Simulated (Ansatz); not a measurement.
## Energy profile

The step: SiHF₃ ([F][SiH]([F])[F]) + NH₃ → SiNH₃F₂ ([NH2][SiH]([F])[F]) + HF; bonds formed: F2–H6; dative contacts that become bonds: Si1–N7; bonds broken: Si1–F2, H6–N7 (atoms numbered as in the saddle structure below).

```xyz
9
angstrom
Si -0.6600 0.4744 0.0061
F -0.7594 -1.6307 0.0894
F -1.2649 0.3326 -1.4481
F -0.2994 2.0425 0.0373
H -1.5038 0.3494 1.1926
H 0.3554 -1.3000 0.0531
N 1.0111 -0.2307 0.0273
H 1.5548 -0.0269 -0.8035
H 1.5660 -0.0105 0.8456
```

Electronic energies by CCSD(T) at an estimated basis limit (MP2 extrapolated from triple and quadruple zeta, plus CCSD(T) − MP2 in triple zeta), on PBE0-D4/def2-TZVP structures; SiNH₄F₃, singlet; no counterpoise correction. Program: Ansatz 0.2.0. Basis: def2-TZVPP and def2-QZVPP. Cores are frozen in the correlated methods. Extrapolation: Hartree–Fock as exp(−7.88 √X), correlation as X^−2.97.

Q: Give the profile in eV, counted from the separated reactants. (Judge from chemistry; the value comes from the calculation.)

A: The calculation gives:
```tsv
point	eV
separated: SiHF₃ (linked as [F][SiH]([F])[F]; Si1, F2, F3, F4, H5; singlet) + NH₃ (H6, N7, H8, H9; singlet)	0.000
start structure	-0.210
saddle	1.226
end structure	0.541
separated: SiNH₃F₂ (linked as [NH2][SiH]([F])[F]; Si1, F3, F4, H5, N7, H8, H9; singlet) + HF (F2, H6; singlet)	0.848
```

The T1 diagnostic stays at or below 0.012.

The step is the kind of exchange with an N–H group that builds nitride films in atomic layer and chemical vapour deposition.

For scale, one of the runs: CCSD(T)/def2-TZVPP, 222 basis functions, launched by `ansatz run in.yaml --threads 4 --pin off --events-out ev --progress --plain --max-ram 9574MiB`. Time: 110 s of wall clock on 4 CPU threads of an Arm Neoverse V2; the host was shared. Peak host memory: 3.8 GiB.
